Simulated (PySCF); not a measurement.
## Exercise with solution: entropy of an ideal gas

SiH3F, SMILES F[SiH3].

The structure is a stationary point at r2SCAN-D4/def2-TZVP.

r2SCAN-D4/def2-TZVP in PySCF gives the harmonic wavenumbers 728, 728, 879, 960, 960, 993, 2241, 2249, 2249 cm⁻¹ and the rotational temperatures 4.0630, 0.6825, 0.6825 K. The molar mass is 50.11 g/mol, the symmetry number 3, the spin multiplicity 1.

Work out the entropy at 298.15 K and 1 atm in the rigid-rotor, harmonic-oscillator model.


Translation (Sackur–Tetrode at 1 atm): S = R[1.5 ln M + 2.5 ln T − 1.16487] = 157.6 J/(mol K).
Rotation: q = (√π/σ) T^1.5/√(θA θB θC) = 2210, S = R[ln q + 3/2] = 76.5 J/(mol K).
Vibration: with u = 1.4388 ν/T, each mode gives R[u/(e^u − 1) − ln(1 − e^−u)]:
```json
[
 {"ν (cm⁻¹)": "728", "modes": "2", "u": "3.51", "S (J/(mol K))": "2.30"},
 {"ν (cm⁻¹)": "879", "modes": "1", "u": "4.24", "S (J/(mol K))": "0.64"},
 {"ν (cm⁻¹)": "960", "modes": "2", "u": "4.63", "S (J/(mol K))": "0.92"},
 {"ν (cm⁻¹)": "993", "modes": "1", "u": "4.79", "S (J/(mol K))": "0.40"}
]
```
The stiffer modes add less than 0.005 each. Sum 4.3 J/(mol K).
Spin: R ln 1 = 0.0 J/(mol K).
Total 238.3 J/(mol K); the program's own thermochemistry gives 238.3. Translation makes up 66 % and vibration 2 %. Anharmonicity, hindered rotation and orbital degeneracy are left out.
